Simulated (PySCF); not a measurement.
CH₃Cl₂Si, SMILES C[Si](Cl)Cl (connectivity only; charge and spin as stated), charge +1, multiplicity 1. Atoms are numbered in the order given.

```xyz
7

C     -2.0680    -0.5229    -0.0325
Si    -0.3069    -0.0798    -0.0163
Cl     1.1122    -1.4389     0.2401
Cl     0.2992     1.7965    -0.2134
H     -2.4499    -0.4393     1.0035
H     -2.2036    -1.5632    -0.3687
H     -2.6366     0.1779    -0.6649
```
Charge +1, spin multiplicity 1.

Geometry optimised at r2SCAN-D4/def2-SVP. The multiplicity is an assumed one; other spin states were not compared. The isomer is the one that the SMILES or the coordinates give; other isomers of the formula were not compared.

Method: PySCF with TDDFT-PBE0/def2-SVPD.

Vertical excitations. The molecule is in vacuum.

```csv
state,energy (eV),λ (nm),f,main pairs
S1,5.52,224,0.000,HOMO→LUMO 100 %
S2,5.81,214,0.001,HOMO−1→LUMO 100 %
S3,6.39,194,0.063,HOMO−2→LUMO 88 %
S4,7.05,176,0.019,"HOMO−3→LUMO 83 %, HOMO−1→LUMO+1 13 %"
S5,7.08,175,0.051,HOMO→LUMO+1 90 %
S6,7.24,171,0.001,HOMO−2→LUMO+1 99 %
S7,7.45,166,0.005,HOMO−4→LUMO 92 %
S8,7.51,165,0.107,HOMO−1→LUMO+1 77 %
S9,7.61,163,0.000,HOMO−5→LUMO 99 %
S10,8.06,154,0.027,HOMO−3→LUMO+1 97 %
T1,5.34,232,0,HOMO→LUMO 99 %
T2,5.47,227,0,HOMO−2→LUMO 99 %
T3,5.50,225,0,HOMO−1→LUMO 98 %
T4,5.97,208,0,HOMO−3→LUMO 96 %
```
Triplets are in the Tamm–Dancoff approximation, which puts them higher than full response would, so one can lie above its singlet here.
